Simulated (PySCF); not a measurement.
CH2F, SMILES [CH2]F (connectivity only; charge and spin as stated), charge +1, multiplicity 1. Atoms are numbered in the order given.

```xyz
4

C      0.0000     0.0000    -0.5981
F      0.0000     0.0000     0.6429
H      0.0000     0.9862    -1.0985
H      0.0000    -0.9862    -1.0985
```
Charge +1, spin multiplicity 1.

Geometry: PBE-D3(BJ)/def2-TZVPD. The spin state was assumed, not searched. The isomer is the one that the SMILES or the coordinates give; other isomers of the formula were not compared.

Computed with PBE-D3(BJ)/def2-TZVPD in PySCF.

Harmonic, unscaled wavenumbers; measured fundamentals usually lie a few per cent lower.

```
mode  ν (cm⁻¹)  IR (km/mol)  moving atoms (share of kinetic energy)
----  --------  -----------  --------------------------------------
1         1205         13.3                          H 77 %, C 17 %
2         1237          7.2                          H 74 %, C 25 %
3         1398        112.5                          H 70 %, F 22 %
4         1538         50.2                  C 52 %, H 28 %, F 20 %
5         2949          4.5                                  H 96 %
6         3114         42.9                          H 88 %, C 12 %
```
